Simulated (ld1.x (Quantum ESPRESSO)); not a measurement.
**What the settings do to the RRKJ potential of chlorine**

Base potential:

chlorine (Cl), norm-conserving RRKJ (Kleinman–Bylander form), made with ld1.x (Quantum ESPRESSO) 7.5 (PBE, non-relativistic). Core [Ne], reference 3s2 3p4.75 (charge +0.25). Waves: 3s (bound): rc 1.05 bohr; 3d channel at 0.25 Ry: rc 1.15 bohr; 3p (bound): rc 1.45 bohr. Local part: the p channel. Core correction: a·sin(br)/r model core inside 0.65 bohr.

All-electron outer shells of the reference configuration (PBE, non-relativistic, ld1.x):

```
shell  level (eV)  outermost node (bohr)  outermost maximum (bohr)
   3s      -23.22                   0.56                      1.29
   3p      -11.16                   0.53                      1.43
```

Cutoffs, loose and tight: the cutoffs (Ry, on a coarse ladder) from which the occupation-weighted sum of valence levels, in a spherical-Bessel basis at the reference potential, stays within 10 and 1 mRy of its value at 400 Ry. They do not see the model core or the augmentation charge, which bear on the density cutoff. Test errors are all-electron minus pseudo excitation energies from the reference, over the configurations 3s2 3p5; 3s2 3p4; 3s2 3p3; 3s2 3p4.5; 3s1 3p6; 3s2 3p2; 3s2 3p5.3. A dash means not determined; rows that change the core or the reference have their own tests.

```tsv
change	outcome	cutoff, loose	cutoff, tight	bound ghosts	largest test error (meV)
base	generated	70 Ry	90 Ry	none	+80
core correction none	generated	70 Ry	90 Ry	none	+79
core correction a·sin(br)/r model core inside 0.54 bohr	generated	70 Ry	90 Ry	none	+80
core correction a·sin(br)/r model core inside 0.68 bohr	generated	70 Ry	90 Ry	none	+80
core correction a·sin(br)/r model core inside 0.90 bohr	generated	70 Ry	90 Ry	none	+80
core correction a·sin(br)/r model core inside 1.00 bohr	generated	70 Ry	90 Ry	none	+70
core correction a·sin(br)/r model core inside 1.28 bohr	generated	70 Ry	90 Ry	none	+72
```
